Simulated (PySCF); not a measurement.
Isomers of C7H15NO.

All values: PBE0/pcSseg-1 (PySCF) at GFN2-xTB geometries, gas phase, one conformer each.

**Question.** Rank by the highest Hirshfeld charge on any atom, highest value first.
A. `[CH3:1][O:2][CH2:3][C@H:4]1[CH2:5][CH2:6][CH2:7][NH:8][CH2:9]1` with C1–O2–C3–C4 -178°, O2–C3–C4–C5 65°, C3–C4–C5–C6 178°, C4–C5–C6–C7 -55°, C5–C6–C7–N8 56°, C6–C7–N8–C9 -56°
B. `[CH3:1][CH:2]([CH3:3])[C:4]([CH3:5])([CH3:6])[NH:7][CH:8]=[O:9]` with C1–C2–C4–C5 -54°, C2–C4–N7–C8 -176°, C4–N7–C8–O9 2°
C. `[CH3:1][CH2:2][C:3](=[O:4])[N:5]([CH2:6][CH3:7])[CH2:8][CH3:9]` with C1–C2–C3–O4 -5°, C2–C3–N5–C6 180°, C3–N5–C6–C7 -92°, C3–N5–C8–C9 -93° (N,N-diethylpropionamide)

**Answer.** C (+0.174 e), B (+0.134 e), A (+0.104 e).

**Question.** Rank by the lowest Hirshfeld charge on any atom, highest value first.
A. `[CH3:1][O:2][CH2:3][C@H:4]1[CH2:5][CH2:6][CH2:7][NH:8][CH2:9]1` with C1–O2–C3–C4 -178°, O2–C3–C4–C5 65°, C3–C4–C5–C6 178°, C4–C5–C6–C7 -55°, C5–C6–C7–N8 56°, C6–C7–N8–C9 -56°
B. `[CH2:1]=[CH:2][C@@H:3]([O:4][CH3:5])[C@@H:6]([CH3:7])[CH2:8][NH2:9]` with C1–C2–C3–O4 123°, C2–C3–O4–C5 -69°, C2–C3–C6–C7 56°, C3–C6–C8–N9 173°, C6–C8–N9–H -63° and 179°
C. `[CH3:1][CH2:2][C:3](=[O:4])[N:5]([CH3:6])[CH:7]([CH3:8])[CH3:9]` with C1–C2–C3–O4 -2°, C2–C3–N5–C6 -1°, C3–N5–C7–C8 115°
D. `[CH3:1][C:2](=[O:3])[NH:4][CH2:5][CH2:6][CH:7]([CH3:8])[CH3:9]` with C1–C2–N4–C5 177°, C2–N4–C5–C6 -115°, N4–C5–C6–C7 -179°, C5–C6–C7–C8 -70°

**Answer.** A (-0.174 e), B (-0.231 e), C (-0.279 e), D (-0.295 e).

**Question.** Rank by the highest IAO charge on any atom, lowest value first.
A. `[CH3:1][N:2]([CH3:3])[C:4](=[O:5])[C:6]([CH3:7])([CH3:8])[CH3:9]` with C1–N2–C4–O5 180°
B. `[CH3:1][CH:2]([CH3:3])[C:4]([CH3:5])([CH3:6])[NH:7][CH:8]=[O:9]` with C1–C2–C4–C5 -54°, C2–C4–N7–C8 -176°, C4–N7–C8–O9 2°
C. `[CH3:1][C:2](=[O:3])[NH:4][CH2:5][CH2:6][CH:7]([CH3:8])[CH3:9]` with C1–C2–N4–C5 177°, C2–N4–C5–C6 -115°, N4–C5–C6–C7 -179°, C5–C6–C7–C8 -70° (N-(3-methylbutyl)acetamide)
D. `[CH3:1][O:2][CH2:3][C@H:4]1[CH2:5][CH2:6][CH2:7][NH:8][CH2:9]1` with C1–O2–C3–C4 -178°, O2–C3–C4–C5 65°, C3–C4–C5–C6 178°, C4–C5–C6–C7 -55°, C5–C6–C7–N8 56°, C6–C7–N8–C9 -56°

**Answer.** D (+0.231 e), B (+0.302 e), A (+0.404 e), C (+0.435 e).

All values together:

| SMILES | μ (D) | HOMO (eV) | LUMO (eV) | lowest IAO charge (e) | highest IAO charge (e) | lowest Hirshfeld charge (e) | highest Hirshfeld charge (e) |
| --- | --- | --- | --- | --- | --- | --- | --- |
| CCC(=O)N(CC)CC | 3.74 | -6.78 | 0.99 | -0.517 (O) | +0.412 (C) | -0.276 (O) | +0.174 (C) |
| CCC(=O)N(C)C(C)C | 3.65 | -6.77 | 1.03 | -0.515 (O) | +0.413 (C) | -0.279 (O) | +0.173 (C) |
| CN(C)C(=O)C(C)(C)C | 3.61 | -6.83 | 0.89 | -0.516 (O) | +0.404 (C) | -0.269 (O) | +0.176 (C) |
| COC[C@H]1CCCNC1 | 1.11 | -6.15 | 1.50 | -0.413 (N) | +0.231 (H) | -0.174 (N) | +0.104 (H) |
| C=C[C@@H](OC)[C@@H](C)CN | 1.26 | -6.55 | 0.19 | -0.580 (N) | +0.243 (H) | -0.231 (N) | +0.109 (H) |
| CC(C)C(C)(C)NC=O | 3.89 | -7.21 | 0.86 | -0.494 (O) | +0.302 (C) | -0.270 (O) | +0.134 (C) |
| CC(=O)NCCC(C)C | 3.76 | -7.19 | 1.00 | -0.507 (O) | +0.435 (C) | -0.295 (O) | +0.174 (C) |

Conformers: `[CH3:1][CH2:2][C:3](=[O:4])[N:5]([CH2:6][CH3:7])[CH2:8][CH3:9]` with C1–C2–C3–O4 -5°, C2–C3–N5–C6 180°, C3–N5–C6–C7 -92°, C3–N5–C8–C9 -93°; `[CH3:1][CH2:2][C:3](=[O:4])[N:5]([CH3:6])[CH:7]([CH3:8])[CH3:9]` with C1–C2–C3–O4 -2°, C2–C3–N5–C6 -1°, C3–N5–C7–C8 115°; `[CH3:1][N:2]([CH3:3])[C:4](=[O:5])[C:6]([CH3:7])([CH3:8])[CH3:9]` with C1–N2–C4–O5 180°; `[CH3:1][O:2][CH2:3][C@H:4]1[CH2:5][CH2:6][CH2:7][NH:8][CH2:9]1` with C1–O2–C3–C4 -178°, O2–C3–C4–C5 65°, C3–C4–C5–C6 178°, C4–C5–C6–C7 -55°, C5–C6–C7–N8 56°, C6–C7–N8–C9 -56°; `[CH2:1]=[CH:2][C@@H:3]([O:4][CH3:5])[C@@H:6]([CH3:7])[CH2:8][NH2:9]` with C1–C2–C3–O4 123°, C2–C3–O4–C5 -69°, C2–C3–C6–C7 56°, C3–C6–C8–N9 173°, C6–C8–N9–H -63° and 179°; `[CH3:1][CH:2]([CH3:3])[C:4]([CH3:5])([CH3:6])[NH:7][CH:8]=[O:9]` with C1–C2–C4–C5 -54°, C2–C4–N7–C8 -176°, C4–N7–C8–O9 2°; `[CH3:1][C:2](=[O:3])[NH:4][CH2:5][CH2:6][CH:7]([CH3:8])[CH3:9]` with C1–C2–N4–C5 177°, C2–N4–C5–C6 -115°, N4–C5–C6–C7 -179°, C5–C6–C7–C8 -70°.
